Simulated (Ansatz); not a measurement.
Energy needed to pull apart NH2Te (SMILES [NH][TeH]), doublet, into free ground-state atoms, from the structure below (displaced at random from a GFN2-xTB minimum); no zero-point or spin–orbit terms; open-shell atoms are treated unrestricted, in their ground-state multiplicity.

```xyz
4
angstrom
N 0.0918 -1.1008 0.3943
Te 0.9957 0.4669 -0.2299
H -0.8024 -1.0954 0.3624
H -0.2811 1.5695 -0.4813
```

Ansatz 0.2.0; basis: def2-TZVPP; cores frozen in the correlated methods; orbitals are unrestricted. Filled d shells of the heavier atoms are correlated. Core potentials replace the inner electrons of the atoms past krypton. The def2 sets are not built for correlating such inner shells, so the correlated values are less sure here.

| method | atomization energy (eV) |
| --- | --- |
| PBE-D4 | 9.29 |
| BLYP-D4 | 9.22 |
| r2SCAN-D4 | 8.74 |
| PBE0-D4 | 8.71 |
| r2SCANh-D4 | ? |
| wB97M-V | ? |
| HF | 4.18 |
| MP2 | 7.95 |
| CCSD | 7.94 |
| CCSD(T) | 8.23 |

(1) What does wB97M-V give? (Judge from chemistry; the value comes from the calculation.)

(2) What does r2SCANh-D4 give? (Judge from chemistry; the value comes from the calculation.)

The T1 diagnostic stays at or below 0.034. ⟨S²⟩ of the unrestricted Hartree–Fock references: 0.78 (a pure state has 0.75).

Results:

(1) By the calculation: 8.61 eV, which is about 0.38 eV more than CCSD(T)/def2-TZVPP.

(2) By the calculation: 8.56 eV, which is about 0.34 eV more than CCSD(T)/def2-TZVPP.

In triple zeta the MP2 and coupled-cluster atomization energies are still short of their basis limit by a few kcal/mol a bond, whereas those of the functionals are nearly converged, so these differences are not deviations from converged CCSD(T).

For scale, one of the runs: CCSD(T)/def2-TZVPP forces, 109 basis functions (an equivalent command: `ansatz run in.yaml --threads 4`). The run took 86 s on 4 CPU threads (shared host), with 1.8 GiB of host memory at its peak.
